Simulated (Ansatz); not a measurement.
Geometry optimisation, DFT PBE, scalar-relativistic, plane waves, PAW in Ansatz 0.2.0.

input.yaml

```yaml
crystal:
  lattice:
    - [4.58, 0.0, 0.0]
    - [2.29, 3.966396, 0.0]
    - [0.0, 0.0, 15.58843]
  atoms:
    - { symbol: Be, position: [0.0, 0.0, 0.0641501] }
    - { symbol: Be, position: [0.5, 0.0, 0.0641501] }
    - { symbol: Be, position: [0.0, 0.5, 0.0641501] }
    - { symbol: Be, position: [0.5, 0.5, 0.0641501] }
    - { symbol: Be, position: [-0.1666667, 0.3333333, 0.1792493] }
    - { symbol: Be, position: [0.3333333, 0.3333333, 0.1792493] }
    - { symbol: Be, position: [-0.1666667, 0.8333333, 0.1792493] }
    - { symbol: Be, position: [0.3333333, 0.8333333, 0.1792493] }
    - { symbol: Be, position: [0.0, 0.0, 0.2943484] }
    - { symbol: Be, position: [0.5, 0.0, 0.2943484] }
    - { symbol: Be, position: [0.0, 0.5, 0.2943484] }
    - { symbol: Be, position: [0.5, 0.5, 0.2943484] }
    - { symbol: "N", position: [0.6894188, 0.6397041, 0.3706871] }
basis:
  ecutwfc: 420.0
kpoints:
  mp_grid: { grid: [6, 6, 1] }
hamiltonian:
  xc: pbe
scf:
  occupations: { method: fermi_dirac, width: 0.1 }
  lower_state_search: "off"
relax:
  f_tol: 0.03
  max_steps: 60
  adjacent_minimum: "off"
  constraints: [{ sites: [0, 1, 2, 3] }]
```

Run as:

```bash
$ ansatz run input.yaml --threads 1 --pin off --max-ram 3072MiB --backend cpu --events-out ev --progress --plain --runs-dir out
```

Question: Where does it end, and by what steps?

Answer: The forces met the threshold. Limits of this set-up: coarse k mesh, thin slab, slab without dipole correction, odd electron count without spin. After 5 steps the energy has fallen by 0.587 eV; Be10 moved furthest, 0.24 Å.

```tsv
step	energy less start (eV)	largest force component (eV/Å)	accepted
0	0.0000	2.620	yes
1	-0.2999	1.887	yes
2	-0.5110	1.259	yes
3	-0.5605	0.208	yes
4	-0.5838	0.089	yes
5	-0.5870	0.014	yes
```

```xyz
13
Lattice="4.5800 0.0000 0.0000 2.2900 3.9664 0.0000 0.0000 0.0000 15.5884" Properties=species:S:1:pos:R:3
Be 0.000 0.000 1.000
Be 2.290 0.000 1.000
Be 1.145 1.983 1.000
Be 3.435 1.983 1.000
Be 0.000 1.309 2.769
Be 2.290 1.319 3.017
Be 1.158 3.313 2.775
Be 3.422 3.313 2.774
Be 0.001 0.006 4.458
Be 2.291 -0.037 4.823
Be 1.121 2.002 4.819
Be 3.459 2.001 4.820
N 4.579 2.635 5.754
```

Whether the end is a true minimum wasn't checked by a vibrational analysis.

Run time: 64 s on 1 thread of Arm Neoverse V1, on a shared host, peak memory 0.45 GiB.
